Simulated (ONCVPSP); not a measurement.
**u(r) = r·R(r): atom against pseudo-atom (chromium)**

Columns: radius, all-electron u(r) and pseudo u(r) of the 3s shell (level -77.96 eV) of chromium in the configuration [Ne] 3s2 3p6 3d4 4s2; PBE, scalar-relativistic, ONCV scheme, ONCVPSP 4.0.1.

```tsv
r (bohr)	all-electron	pseudo
0.078	0.0483	0.1144
0.155	-0.5323	0.2339
0.232	-0.5842	0.3640
0.310	-0.2733	0.5062
0.388	0.1538	0.6535
0.465	0.5444	0.7948
0.542	0.8448	0.9208
0.620	1.0447	1.0220
0.698	1.1495	1.0883
0.775	1.1795	1.1159
0.852	1.1566	1.1069
0.930	1.0971	1.0652
1.008	1.0158	0.9986
1.085	0.9247	0.9169
1.162	0.8302	0.8274
1.240	0.7360	0.7353
1.318	0.6467	0.6466
1.395	0.5651	0.5651
1.472	0.4909	0.4909
1.550	0.4236	0.4235
1.628	0.3640	0.3639
1.705	0.3122	0.3122
1.782	0.2671	0.2670
1.860	0.2274	0.2274
1.938	0.1932	0.1932
2.015	0.1642	0.1641
```

Q: How many radial nodes do the two functions have?

A: The all-electron 3s function has n − l − 1 = 2; the pseudo-wave has 0, since the states of the same l below it are removed with the core.

Q: At about which radius was the pseudo-wave matched?

A: 1.55 bohr. The columns agree to 0.0005 from 1.32 bohr on; several derivatives are matched, so the curves merge somewhat inside the radius.

Q: Is the pseudo-wave norm-conserving?

A: Yes: the ONCV scheme keeps the norm inside the radius equal to the all-electron one, which fixes the energy derivative of the logarithmic derivative at the level.
